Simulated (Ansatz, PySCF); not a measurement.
The molecule AlO-, closed-shell singlet (lowest of 2S+1 = 1, 3, 5 at CCSD(T)/def2-TZVPP on PBE0 minima; our sources give no spin for the ground state, which may be another).

Constants: fifth-degree fit in 1/R to seven points, most abundant isotopes. Runs in def2 and cc sets follow the lowest solution found near the PBE0 minimum. The singlet is held restricted. HF and MP2 rows in def2 and cc sets belong to the determinant that coupled cluster picked by its CCSD energy.

Frozen-core correlation. CBS(a, b) extrapolates the correlation energy as X⁻³ and adds the Hartree–Fock energy of set b. Rows in 6-31G*, STO-3G carry no dispersion term and start afresh at each structure (6-31G* with six Cartesian d functions). MP2/6-31G* freezes PySCF's default core.

Programs: Ansatz (Gaussian basis) for Hartree–Fock, density functionals and correlated methods; PySCF for 6-31G* rows, STO-3G rows. 

```csv
level,r_e (Å),ω_e (cm⁻¹),ω_e x_e (cm⁻¹)
HF/STO-3G,1.568,(withheld),3.7
r2SCAN/def2-TZVPP,1.641,974,4.9
B3LYP/def2-TZVPP,1.639,977,4.9
MP2/6-31G*,1.669,939,5.1
MP2/def2-QZVPP,1.659,936,5.0
SCS-MP2/def2-TZVPP,1.652,955,4.8
CCSD(T)/def2-TZVPP,1.647,964,5.0
"CCSD(T)/CBS(aug-cc-pV(Q+d)Z, aug-cc-pV(5+d)Z)",(withheld),(withheld),5.1
```

Q: Some entries are withheld; supply them.

A: 
- CCSD(T)/CBS(aug-cc-pV(Q+d)Z, aug-cc-pV(5+d)Z), r_e (Å): 1.646
- CCSD(T)/CBS(aug-cc-pV(Q+d)Z, aug-cc-pV(5+d)Z), ω_e (cm⁻¹): 965
- HF/STO-3G, ω_e (cm⁻¹): 1271

Ansatz is a quantum-chemistry and plane-wave program.
